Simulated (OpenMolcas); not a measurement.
**Mo4+: moving or changing the point charges**

Mo4+ among 6 point charges of -1.7 e arranged as an octahedron (Oh), 1.87 Å from the ion.

```
Program             : OpenMolcas
Method              : SS-CASPT2, IPEA 0.25 Eh, imaginary shift 0.1 Eh (closed shells correlated: 4s 4p)
Basis               : ANO-RCC-VTZP [7s6p4d2f1g]
Scalar Hamiltonian  : DKH2, point nucleus
Active space        : 2 electrons in 5 orbitals (4d)
State averaging     : 2S+1 = 3 even, 10 roots; 2S+1 = 1 even, 15 roots
Spin-orbit coupling : state interaction with AMFI integrals over the reference wave functions
```

Runs around this geometry, states (labels of O, the rotations of Oh). Energies in cm-1 above the lowest state or level, χT in cm3 K/mol; under a threefold ground state the first gap can be a small split of the lowest multiplet, not the spin-orbit step; 10Dq and B are least-squares fits to the states below 45000 cm-1, weighted by degeneracy, with a free offset, and given where the rms deviation is under 5 % of |10Dq| (or 100 cm-1) and under 700 cm-1.

```
R (Å)  q (e)  Ground state  First state of that spin   10Dq  B (rms of fit)  First gap with spin-orbit (degeneracies)  χT at 300 K  First state of another spin
 2.04  -0.85           3T1                  3T2 3830   4805       703 (223)                                280 (2, 3)        0.202                     1T2 9580
 1.87   -1.7           3T1                 3T2 11780  13533       670 (214)                                110 (2, 3)        0.267                     1T2 9970
 2.15   -1.7           3T1                  3T2 5360   6975       713 (214)                                220 (2, 3)        0.215                     1T2 9910
```

Taking |10Dq| as R^-n, n = -ln(6975 / 13533) / ln(2.15 / 1.87) = 4.8 between the shortest and longest distance. The point-charge formula for a cubic d site gives n = 5.

Roots that are degenerate in the reference are averaged as groups; the widest CASPT2 spread within a group is 580 cm-1 (the 3-fold group of multiplicity 1 near 23700 cm-1 above the lowest state of its run, R = 1.87, q = -1.7). Shifts and gaps below about the spread of the groups concerned are not significant. An orbital triplet at a regular site is open to Jahn-Teller coupling, which can distort the site and quench the lowest spin-orbit gaps and is left out. Free-ion shares, where given, are those of the reference states; single-state CASPT2 does not remix them. This field is weak: 10Dq is about 4805 cm-1, while octahedral complexes of 4d ions of charge 3 and more, computed by the same method with explicit ligands, had a median near 25000 cm-1. Ground spin and moment need not be those of a real site (figures for R = 2.04, q = -0.85; the like holds for R = 1.87, q = -1.7, R = 2.15, q = -1.7). Point charges carry no covalency, so the field is a model and not that of real ligands. No measured value stands beside these numbers.
